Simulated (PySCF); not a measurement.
Calculation: B3LYP-D3(BJ)/def2-TZVP // r2SCAN-D4/def2-SVP in PySCF. All species are isolated molecules in the gas phase. One relaxed conformer stands for a flexible species; it need not be the lowest. B3LYP has the VWN-RPA correlation part, as in Gaussian. 

Reference species: [Hf(NH2)3(H)] (neutral, multiplicity 1).

```json
{
  "coordination_number": "4",
  "charge on the central atom (Mulliken)": "1.24 e",
  "HOMO": "-6.89 eV"
}
```

Changed species: [Hf(NH2)(H)3] (3 of 4 NH2 replaced by H; the reference has 1 of 4 NH2 replaced by H).

**Question.** What does the change do to the coordination number, charge on the central atom (Mulliken) and HOMO?

**Answer.** the coordination number is nearly the same; the charge on the central atom (Mulliken) falls by 0.31 e, to 0.93 e; the HOMO decreases by 0.76 eV, to -7.65 eV.
